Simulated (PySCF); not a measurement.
## How methods differ on the interval between two levels of Ir²⁺

Ir²⁺ [Xe] 4f14 5d7 [4F9/2, M_J = 9/2] → Ir²⁺ [Xe] 4f14 5d6 6s1 [6D9/2, M_J = 9/2], as a difference of total energies. All numbers are calculated (PySCF 2.14, the two-component X2C-1e Hamiltonian, in x2c-TZVPall-2c). Correlated levels: [Kr] 4d10 4f14 frozen; the 34 highest virtual spinors dropped. "Screened" scales the spin-orbit matrix elements by Boettger's factors to mimic the two-electron term; Breit and QED terms are absent.

| method | interval between two levels (cm⁻¹) |
| --- | --- |
| GHF (screened spin-orbit) | 13342 |
| GMP2 (screened spin-orbit) | 13702 |

The labels give the starting determinants; with spin-orbit coupling the two ends relaxed to ⟨J²⟩ = 24.77, ⟨L²⟩ = 13.11, ⟨S²⟩ = 3.59 and ⟨J²⟩ = 24.76, ⟨L²⟩ = 6.69, ⟨S²⟩ = 8.46.
